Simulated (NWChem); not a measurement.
System: HgBr₂; SMILES [Br][Hg][Br]

The following NWChem deck was run.

```
start job
memory heap 200 mb stack 900 mb global 1100 mb
geometry units angstroms noautosym nocenter noautoz
  Hg     0.000000     0.000000     0.000000
  Br     0.000000     0.000000     2.413634
  Br     0.000000     0.000000    -2.413634
end
basis spherical
  Hg library def2-svp
  Br library def2-svp
end
ecp
  Hg library def2-ecp
end
dft
  xc xtpss03 ctpss03
  iterations 150
end
task dft gradient
```

Excerpt of the output:

```
             Northwest Computational Chemistry Package (NWChem) 7.3.0
             --------------------------------------------------------

                             Geometry "geometry" -> ""
                             -------------------------

 Output coordinates in angstroms (scale by  1.889725989 to convert to a.u.)

  No.       Tag          Charge          X              Y              Z
 ---- ---------------- ---------- -------------- -------------- --------------
    1 Hg                  80.0000     0.00000000     0.00000000     0.00000000
    2 Br                  35.0000     0.00000000     0.00000000     2.41363400
    3 Br                  35.0000     0.00000000     0.00000000    -2.41363400

 Effective nuclear repulsion energy (a.u.)    1362.0597238068

                                 NWChem DFT Module
                                 -----------------

 Summary of "ao basis" -> "ao basis" (spherical)
 ------------------------------------------------------------------------------
       Tag                 Description            Shells   Functions and Types
 ---------------- ------------------------------  ------  ---------------------
 Hg                         def2-svp                12       32   6s3p2d1f
 Br                         def2-svp                12       32   5s4p3d

            General Information
            -------------------
          SCF calculation type: DFT
          Wavefunction type:  closed shell.
          No. of atoms     :     3
          No. of electrons :    90
           Alpha electrons :    45
            Beta electrons :    45
          Charge           :     0
          Spin multiplicity:     1
          Use of symmetry is: off; symmetry adaption is: off
          Maximum number of iterations: 150
          AO basis - number of functions:    96
                     number of shells:    36
          Convergence on energy requested:  1.00D-06
          Convergence on density requested:  1.00D-05
          Convergence on gradient requested:  5.00D-04

              XC Information
              --------------
                  TPSS metaGGA Exchange Functional  1.000
             TPSS03 metaGGA Correlation Functional  1.000

             Grid Information
             ----------------
          Grid used for XC integration:  medium
          Radial quadrature: Mura-Knowles
          Angular quadrature: Lebedev.
          Tag              B.-S. Rad. Rad. Pts. Rad. Cut. Ang. Pts.
          ---              ---------- --------- --------- ---------
          Hg                  1.50      123           8.0       590
          Br                  1.15      112          12.0       590
          Grid pruning is: on
          Number of quadrature shells:   347
          Spatial weights used:  Erf1

      Superposition of Atomic Density Guess
      -------------------------------------

 Sum of atomic energies:       -5318.31650801

      Non-variational initial energy
      ------------------------------

 Total energy =   -5297.067144
 1-e energy   =   -8315.441113
 2-e energy   =    2577.143355
 HOMO         =      -0.372450
 LUMO         =      -0.060616

   convergence    iter        energy       DeltaE   RMS-Dens  Diis-err
 ---------------- ----- ----------------- --------- --------- ---------
 d= 0,ls=0.0,diis     1  -5300.9610548601 -5.74D+03  2.36D-02  7.23D-01
 d= 0,ls=0.0,diis     2  -5300.8969575488  6.41D-02  1.49D-02  1.05D+00
 d= 0,ls=0.0,diis     3  -5301.0202967948 -1.23D-01  3.58D-03  7.59D-02
 d= 0,ls=0.0,diis     4  -5301.0307229355 -1.04D-02  5.05D-04  3.24D-03
 d= 0,ls=0.0,diis     5  -5301.0310050704 -2.82D-04  1.19D-04  9.24D-05
  Resetting Diis
 d= 0,ls=0.0,diis     6  -5301.0310157888 -1.07D-05  2.65D-05  2.65D-06
 d= 0,ls=0.0,diis     7  -5301.0310162766 -4.88D-07  5.43D-06  1.27D-07

         Total DFT energy =    -5301.031016276595
      One electron energy =    -8313.134701222833
           Coulomb energy =     2767.234148579625
    Exchange-Corr. energy =     -196.361078387692
 Nuclear repulsion energy =      441.230614754305

 Numeric. integr. density =       89.999999934089

                       DFT Final Molecular Orbital Analysis
                       ------------------------------------

 Vector   43  Occ=2.000000D+00  E=-2.797122D-01
              MO Center= -2.8D-08, -2.8D-08, -4.4D-06, r^2= 6.9D+00
   Bfn.  Coefficient  Atom+Function         Bfn.  Coefficient  Atom+Function
  ----- ------------  ---------------      ----- ------------  ---------------
    48      0.288387  2 Br py                80      0.288388  3 Br py
    47      0.285136  2 Br px                79      0.285137  3 Br px
    45      0.261922  2 Br py                77      0.261923  3 Br py
    44      0.258970  2 Br px                76      0.258970  3 Br px
    42     -0.174208  2 Br py                74     -0.174208  3 Br py

 Vector   44  Occ=2.000000D+00  E=-2.618022D-01
              MO Center= -3.7D-10,  2.2D-09,  4.2D-06, r^2= 7.0D+00
   Bfn.  Coefficient  Atom+Function         Bfn.  Coefficient  Atom+Function
  ----- ------------  ---------------      ----- ------------  ---------------
    47      0.303847  2 Br px                48     -0.303382  2 Br py
    79     -0.303846  3 Br px                80      0.303382  3 Br py
    44      0.267510  2 Br px                45     -0.267102  2 Br py
    76     -0.267510  3 Br px                77      0.267101  3 Br py
    41     -0.177602  2 Br px                42      0.177331  2 Br py

 Vector   45  Occ=2.000000D+00  E=-2.618022D-01
              MO Center= -3.1D-08, -3.1D-08,  4.4D-06, r^2= 7.0D+00
   Bfn.  Coefficient  Atom+Function         Bfn.  Coefficient  Atom+Function
  ----- ------------  ---------------      ----- ------------  ---------------
    47      0.303382  2 Br px                48      0.303847  2 Br py
    79     -0.303382  3 Br px                80     -0.303846  3 Br py
    44      0.267102  2 Br px                45      0.267510  2 Br py
    76     -0.267101  3 Br px                77     -0.267510  3 Br py
    41     -0.177331  2 Br px                42     -0.177602  2 Br py

 Vector   46  Occ=0.000000D+00  E=-1.227970D-01
              MO Center=  5.8D-08,  9.5D-09,  1.7D-06, r^2= 5.6D+00
   Bfn.  Coefficient  Atom+Function         Bfn.  Coefficient  Atom+Function
  ----- ------------  ---------------      ----- ------------  ---------------
     5      0.700741  1 Hg s                  6      0.503124  1 Hg s
    49      0.473539  2 Br pz                81     -0.473537  3 Br pz
     3     -0.435092  1 Hg s                 18      0.326397  1 Hg d  0
    46      0.314736  2 Br pz                78     -0.314737  3 Br pz
     2      0.288471  1 Hg s                 43     -0.204893  2 Br pz

 Vector   47  Occ=0.000000D+00  E=-3.450108D-02
              MO Center= -1.7D-08, -1.1D-09, -7.0D-08, r^2= 5.1D+00
   Bfn.  Coefficient  Atom+Function         Bfn.  Coefficient  Atom+Function
  ----- ------------  ---------------      ----- ------------  ---------------
    13      0.738822  1 Hg px                14     -0.665230  1 Hg py
     7     -0.210850  1 Hg px                 8      0.189848  1 Hg py
    47     -0.177395  2 Br px                79     -0.177395  3 Br px
    48      0.159725  2 Br py                80      0.159725  3 Br py
    10      0.106914  1 Hg px                44     -0.104544  2 Br px

 Vector   48  Occ=0.000000D+00  E=-3.450107D-02
              MO Center=  1.7D-07,  1.9D-07, -6.0D-08, r^2= 5.1D+00
   Bfn.  Coefficient  Atom+Function         Bfn.  Coefficient  Atom+Function
  ----- ------------  ---------------      ----- ------------  ---------------
    14      0.738822  1 Hg py                13      0.665230  1 Hg px
     8     -0.210850  1 Hg py                 7     -0.189848  1 Hg px
    48     -0.177395  2 Br py                80     -0.177395  3 Br py
    47     -0.159725  2 Br px                79     -0.159725  3 Br px
    11      0.106914  1 Hg py                45     -0.104544  2 Br py

     Multipole analysis of the density
     ---------------------------------

     L   x y z        total         alpha         beta         nuclear
     -   - - -        -----         -----         ----         -------
     0   0 0 0      0.000000    -45.000000    -45.000000     90.000000

     1   1 0 0      0.000000      0.000000      0.000000      0.000000
     1   0 1 0      0.000000      0.000000      0.000000      0.000000
     1   0 0 1      0.000001      0.000000      0.000000      0.000000

     2   2 0 0    -44.456905    -22.228452    -22.228452      0.000000
     2   1 1 0     -0.000000     -0.000000     -0.000000      0.000000
     2   1 0 1     -0.000000     -0.000000     -0.000000      0.000000
     2   0 2 0    -44.456905    -22.228452    -22.228452      0.000000
     2   0 1 1     -0.000000     -0.000000     -0.000000      0.000000
     2   0 0 2    -49.272649   -752.765689   -752.765689   1456.258729

[...]

                         DFT ENERGY GRADIENTS

    atom               coordinates                        gradient
                 x          y          z           x          y          z
   1 Hg      0.000000   0.000000   0.000000    0.000000   0.000000  -0.000000
   2 Br      0.000000   0.000000   4.561107   -0.000000  -0.000000  -0.005451
   3 Br      0.000000   0.000000  -4.561107   -0.000000  -0.000000   0.005451
```

Level: TPSS/def2-SVP with def2 effective core potentials on Hg. Geometry: optimised at PBE0/def2-SVP. def2 effective core potentials on Hg; no spin-orbit coupling.
